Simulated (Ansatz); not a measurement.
```xyz
9

N    -0.655   -0.231    1.525
Hf   -0.017    0.268   -0.329
O     1.863    0.590   -0.198
O    -0.542   -1.156   -1.493
Br   -1.158    2.410   -1.094
H    -0.227    0.062    2.391
H    -1.441   -0.830    1.733
H     2.798    0.684   -0.345
H    -0.621   -1.798   -2.190
```

The species carries charge 0 and has multiplicity 1. Hf takes the def2 core potential.

Q: List the ωB97M-V/def2-TZVPP orbital energies in eV (Ansatz 0.2.0). (Estimate.)

A: Computed: Occupied: -13155.71, -1708.04, -1536.21, -1536.20, -1536.20, -526.07, -526.07, -393.81, -240.89, -180.49, -180.43, -180.43, -73.88, -73.86, -73.86, -73.81, -73.81, -71.11, -39.82, -39.49, -39.32, -29.99, -29.66, -25.53, -23.05, -17.14, -16.53, -15.78, -13.29, -12.57, -12.49, -12.19, -12.12, -11.19, -10.53, -10.14, -9.62. Lowest empty: 1.02, 2.31, 2.31, 2.52, 2.76, 2.78, 2.82, 3.05.
